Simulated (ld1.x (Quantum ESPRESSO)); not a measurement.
## Zn: one change to a PAW potential, before and after

```
Element                 : Zn (Z = 30)
Generator               : ld1.x (Quantum ESPRESSO) 7.5
Type                    : PAW
Functional              : PBEsol
Relativity              : scalar-relativistic
Frozen core             : [Ne] 3s2
Valence charge          : 18
Reference configuration : 3p6 3d10 4s1 4p0 (charge +1)
Partial waves           : 4s (bound): rcut 1.50, rcutus 2.05 bohr; 4s channel at 2.15 Ry: rcut 1.50, rcutus 2.05 bohr; 3p (bound): rcut 1.00, rcutus 1.05 bohr; 4p (bound, empty): rcut 1.00, rcutus 1.05 bohr; 3d (bound): rcut 1.00, rcutus 1.40 bohr; 3d channel at -1 Ry: rcut 1.00, rcutus 1.40 bohr
Local potential         : all-electron potential smoothed inside 0.80 bohr (lloc = -2)
Core correction         : Bessel-smoothed model core, default radius (core density twice the valence density)
Augmentation charge     : BESSEL, radius 0.80 bohr
```

Change: local potential all-electron potential smoothed inside 2.06 bohr (lloc = -2).

Cutoffs: the cutoffs (Ry, on a coarse ladder) from which the occupation-weighted sum of valence levels, in a spherical-Bessel basis at the reference potential, stays within 10 and 1 mRy of its value at 400 Ry; they do not see the model core or the augmentation charge, which bear on the density cutoff. Errors are all-electron minus pseudo energies relative to the spin-unpolarised reference configuration.

Question: How do hardness, ghosts and transferability respond?

Answer: The potential gets neither clearly harder nor softer (90 Ry and 140 Ry → 90 Ry and 140 Ry); the bound ghost in s disappears; of the 7 tests that both files solve, the error grows in 5 and shrinks in 2 by more than 15 % and 0.3 meV (median size 13.1 → 18.6 meV). A state that the projectors do not describe sees the local part alone, so a deeper or shallower local part can create or remove a ghost.

```tsv
quantity	base	changed
cutoff, loose	90 Ry	90 Ry
cutoff, tight	140 Ry	140 Ry
bound ghosts	s	none
error for 3p6 3d10 4s2 4p0, meV [ΔE -9.90 eV]	+4.6	+2.2
error for 3p6 3d10 4s0 4p0, meV [ΔE 18.35 eV]	+13	-0.3
error for 3p6 3d9 4s0 4p0, meV [ΔE 58.86 eV]	-30	-49
error for 3p6 3d8 4s0 4p0, meV [ΔE 120.64 eV]	-194	-323
error for 3p6 3d9 4s2 4p1, meV [ΔE 2.38 eV]	-6.6	-19
error for 3p6 3d9 4s2 4p0, meV [ΔE 8.03 eV]	+2.1	-11
error for 3p5 3d10 4s2 4p0, meV [ΔE 81.99 eV]	-47	-94
s: phases at 2.24 bohr within 0.05 rad from the reference energy up to (Ry; the scan ends near 5)	to the end of the scan	to the end of the scan
p: phases at 2.24 bohr within 0.05 rad from the reference energy up to (Ry; the scan ends near 5)	to the end of the scan	to the end of the scan
d: phases at 2.24 bohr within 0.05 rad from the reference energy up to (Ry; the scan ends near 5)	to the end of the scan	to the end of the scan
lowest overlap eigenvalue by channel	s 0.27, p 0.27, d 1.00	s 0.49, p 0.44, d 1.00
```

 A true bound ghost makes a file unfit for plane-wave use even where its test errors are small: the radial tests pick states by their node count and pass the ghost by.
